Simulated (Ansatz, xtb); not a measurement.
# Two isomers of C6H4Si

Structure I: `C#CC#C[SiH2]C#C`, a singlet. Structure II: `C#CC#CC#C[SiH3]`, a singlet. Both are isolated molecules in the gas phase, relaxed with PBE0-D4/def2-SVP.

Quicker runs give these differences E(II) − E(I): GFN2-xTB −14.9 kcal/mol; HF/STO-3G +4.4 kcal/mol (at GFN2-xTB geometries); r2SCAN-D4/def2-SVP −4.2 kcal/mol (at GFN2-xTB geometries).

Question: Which of the two would you expect CCSD(T)/def2-SVP + ΔMP2/def2-TZVPP electronic energies to favour?

Answer: Structure I; the calculation gives E(II) − E(I) = +6.2 kcal/mol.

The same difference at several levels:

```json
{"level": "GFN2-xTB", "geometry": "GFN2-xTB", "E(II) − E(I) (kcal/mol)": "−14.9", "departure from the last row (kcal/mol)": "−21.1", "job, with rough time for the two": "optimisation, 0.15 s"}
{"level": "HF/STO-3G", "geometry": "GFN2-xTB", "E(II) − E(I) (kcal/mol)": "+4.4", "departure from the last row (kcal/mol)": "−1.8", "job, with rough time for the two": "single point, 0.32 s"}
{"level": "r2SCAN-D4/def2-SVP", "geometry": "GFN2-xTB", "E(II) − E(I) (kcal/mol)": "−4.2", "departure from the last row (kcal/mol)": "−10.4", "job, with rough time for the two": "single point, 4 s"}
{"level": "PBE0-D4/def2-SVP", "geometry": "PBE0-D4/def2-SVP", "E(II) − E(I) (kcal/mol)": "−2.3", "departure from the last row (kcal/mol)": "−8.5", "job, with rough time for the two": "optimisation, 27 s"}
{"level": "HF/def2-SVP", "geometry": "PBE0-D4/def2-SVP", "E(II) − E(I) (kcal/mol)": "+6.3", "departure from the last row (kcal/mol)": "+0.1", "job, with rough time for the two": "part of the CCSD(T) run"}
{"level": "MP2/def2-SVP", "geometry": "PBE0-D4/def2-SVP", "E(II) − E(I) (kcal/mol)": "+0.4", "departure from the last row (kcal/mol)": "−5.8", "job, with rough time for the two": "part of the CCSD(T) run"}
{"level": "CCSD(T)/def2-SVP", "geometry": "PBE0-D4/def2-SVP", "E(II) − E(I) (kcal/mol)": "+2.5", "departure from the last row (kcal/mol)": "−3.7", "job, with rough time for the two": "single point"}
{"level": "CCSD(T)/def2-SVP + ΔMP2/def2-TZVPP", "geometry": "PBE0-D4/def2-SVP", "E(II) − E(I) (kcal/mol)": "+6.2", "departure from the last row (kcal/mol)": "", "job, with rough time for the two": "single point, 45 s"}
```

As drawn, II has 1 C–C, 1 Si–H in place of 1 C–Si, 1 C–H.

GFN2-xTB, r2SCAN-D4/def2-SVP, PBE0-D4/def2-SVP put the two in the other order. MP2/def2-SVP finds them nearly level. The largest departure from CCSD(T)/def2-SVP + ΔMP2/def2-TZVPP is that of GFN2-xTB, 21.1 kcal/mol. The last row adds to CCSD(T) the change of the MP2 difference between the two basis sets, here +3.7 kcal/mol, a large step that makes the value less sure.

With thermal terms from frequencies at re-optimised GFN2-xTB minima (ideal gas, soft modes damped towards free rotors, one conformer each, 298.15 K, 1 atm): on the last row, ΔE + ΔZPE = +5.0, ΔH = +5.1, ΔG = +6.0 kcal/mol.

The correlated steps freeze 11 core orbitals. Codes used: Ansatz 0.2.0, xtb 6.7.1; the last row on 2 threads of Arm Neoverse V2 on a shared host.
